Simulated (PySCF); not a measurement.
Correlation energy of O²⁺ (oxygen, charge +2)

[He] 2s1 2p3, high-spin 5S determinant (an excited configuration). All numbers are calculated (PySCF 2.14, the non-relativistic Hamiltonian (point nucleus), in dyall-acv3z). Frozen: 1s2; 4 electrons correlated; the 13 highest virtual orbitals of each spin left out.

| level | correlation energy (mhartree) |
| --- | --- |
| CCSD | -33.65 |
| (T) | -0.13 |
| CCSD(T) | -33.78 |

Diagnostics: T1 = 0.0010, D1 = 0.0016, largest double amplitude 0.015.

Task: Is a single reference adequate?

Result: Yes: T1 lies below 0.03 and no double amplitude reaches 0.07.
